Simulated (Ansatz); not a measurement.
Compare A (`O[SiH]([AlH2])CF`) with its isomer B (`C[O][Al]([F])[SiH3]`).

Calculated with Ansatz (gas phase, PBE0-D4/def2-TZVP geometries, no zero-point term in ΔE). CCSD(T)/CBS adds triple-zeta CCSD(T) − MP2 to the extrapolated MP2 energy (def2 sets, frozen cores). DFT in def2-TZVPP. B3LYP here is the variant with VWN-RPA as its local correlation; programs differ in this. One conformer a species, not always the lowest.

A:

```xyz
11

O    -1.598   -0.934   -0.912
Si   -0.109   -0.256   -0.644
Al   -0.237    2.139   -0.012
C     0.882   -1.204    0.669
F     1.121   -2.520    0.290
H    -2.311   -0.695   -0.320
H     0.624   -0.435   -1.927
H     1.060    3.057    0.032
H    -1.645    2.785    0.360
H     0.364   -1.224    1.636
H     1.851   -0.712    0.826
```

B:

```xyz
11

C    -1.1335    0.5239    1.7433
O    -1.3535    0.7138    0.3773
Al   -0.5789    0.3677   -1.0667
F    -1.3382    0.8504   -2.4463
Si    1.5628   -0.7836   -1.2217
H    -1.9514   -0.0603    2.1763
H    -1.1017    1.4907    2.2555
H    -0.1930   -0.0019    1.9501
H     2.0644   -1.1556    0.1304
H     1.4387   -2.0291   -2.0279
H     2.5843    0.0841   -1.8703
```

(1) Which isomer does CCSD(T)/CBS put lower? Give the gap. (An estimate is asked.)

(2) Give E(B) − E(A) in kcal/mol with r2SCAN-D4, PBE-D4, B3LYP-D4, MP2/def2-TZVPP, ωB97M-V, PBE0-D4, B2PLYP. (Estimate.)

Largest T1 diagnostic: 0.013.

Answers

(1) Ansatz gave: B, by 67.9 kcal/mol.

(2) The calculation gave: r2SCAN-D4 -67.4, PBE-D4 -64.0, B3LYP-D4 -67.1, MP2/def2-TZVPP -70.1, ωB97M-V -65.9, PBE0-D4 -64.9, B2PLYP -68.9. None reverses the order clearly.

From PBE to PBE0 (25 % exact exchange), in def2-TZVPP and without D4, E(B) − E(A) moves by −0.9 kcal/mol.
